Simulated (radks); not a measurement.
Species: the europium ion Eu2+. Configuration: [Xe] 4f7. Calculated with a radial shooting solver on a logarithmic mesh with Libxc functionals: scalar-relativistic Kohn-Sham, Wu-Cohen GGA, spin-polarised, spherical densities, finite nucleus; open shells are filled with parallel spins first (spin-orbit coupling, left out, can overturn this in heavy ions); Fermi nuclear charge, rms radius 5.1115 fm.

Normalised radial functions P(r) = r R(r), r in bohr:

```
   r/bohr * 4d up, o 5s up (the largest magnitude, 1.3, reaches the edge; | marks zero, & curves that meet)
 0.000913                             *o
 0.001395                             *o
 0.002115                             * o
 0.003232                             * o
 0.004899                             *  o
 0.007486                             *  o
  0.01135                             *  o
   0.0172                             * o
  0.02629                             o*
  0.03985                          o  |  *
  0.06089                        o    |      *
   0.0923                          o  |           *
    0.141                             |    o          *
   0.2138                             |      o  *
   0.3241                    *   o    |
   0.4952  *               o          |
   0.7507     *                       |     o
    1.147                   *         |                    o
    1.739                           * |              o
    2.657                             *   o
    4.028                             &
```

4d up: eigenvalue -149.77 eV, 1 radial node at r = 0.273 bohr, <r> = 0.655 bohr, 90 % of the charge inside 0.984 bohr. 5s up: eigenvalue -59.320 eV, 4 radial nodes at r = 0.0272, 0.108, 0.282, 0.670 bohr, <r> = 1.37 bohr, 90 % of the charge inside 1.98 bohr.
